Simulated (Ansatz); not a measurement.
`C[CH2][Al]([OH])[SH]`, relaxed with RKS PBE0-D4/def2-TZVP in Ansatz 0.2.0 from a PBE-D4/def2-SVP geometry. The force threshold is 0.005 eV/Å; the program also tests the step.

Total charge 0; spin multiplicity 1.

Start:

```xyz
12

C     0.597    0.063    1.801
C    -0.248    0.781    0.737
Al   -0.315   -0.081   -1.021
O    -1.280    0.622   -2.259
S     0.859   -1.927   -1.357
H     0.605    0.609    2.769
H     1.655   -0.049    1.485
H     0.219   -0.960    2.010
H    -1.300    0.905    1.081
H     0.119    1.819    0.574
H    -1.387    0.288   -3.163
H     0.476   -2.071   -2.657
```

Question: How much energy does the relaxation release, and in how many steps? (Best estimate.)

Answer: Ansatz gave: 1.14 kcal/mol, in 7 steps, 1 of them rejected.

Question: Which bonds change most? (Best estimate.)

Answer: The calculation gave: Al3–O4 from 1.720 to 1.695 Å; S5–H12 from 1.363 to 1.344 Å; Al3–S5 from 2.214 to 2.195 Å; C1–H6 from 1.111 to 1.094 Å.

Question: Give the relaxed structure. (Best estimate.)

Answer: The calculation gave: 
```xyz
12

C     0.597    0.061    1.778
C    -0.255    0.783    0.735
Al   -0.317   -0.071   -1.012
O    -1.251    0.610   -2.251
S     0.832   -1.913   -1.338
H     0.597    0.586    2.738
H     1.639   -0.029    1.459
H     0.235   -0.954    1.965
H    -1.286    0.895    1.090
H     0.104    1.810    0.590
H    -1.341    0.264   -3.136
H     0.447   -2.042   -2.619
```
